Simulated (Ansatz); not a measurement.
Reaction (formal loss of a carbene): `C[CH](Cl)[GeH3]` → `Cl[CH2][GeH3]` + `[CH2]` (triplet)

Computed with Ansatz on PBE0-D4/def2-TZVP structures; ΔE is electronic, products minus reactants. CCSD(T)/CBS adds triple-zeta CCSD(T) − MP2 to the extrapolated MP2 energy (def2 sets, frozen cores). This one scheme is used for every species. Triplets are unrestricted, without spin–orbit coupling. For Ge outer-core shells are correlated without core-valence functions, which leaves a few kJ/mol of doubt a bond. Scalar relativity is left out up to krypton.

| level | ΔE (kJ/mol) |
| --- | --- |
| MP2/def2-QZVPP | 453.7 |
| CCSD/CBS(def2) | 431.8 |

(1) What does CCSD(T)/CBS give? (Best estimate.)

Largest T1 diagnostic among the species: 0.011.

Results:

(1) Ansatz gave: +444.2 kJ/mol. The listed levels differ from it by 9.5, -12.4 kJ/mol.

In def2-TZVPP, CCSD(T) changes the Hartree–Fock value by +142.2 kJ/mol (the triples alone add +12.4 kJ/mol) and MP2 by +157.1 kJ/mol. From PBE to PBE0 (25 % exact exchange), in def2-TZVPP and without D4, ΔE moves by −8.0 kJ/mol. The D4 term adds +12.9 kJ/mol with B3LYP and +6.9 kJ/mol with PBE0; it sums over pairs of atoms, weighted by their polarisabilities, and B3LYP, whose exchange is more repulsive, gets the larger term.

B3LYP here is the variant with VWN-RPA as its local correlation; programs differ in this.
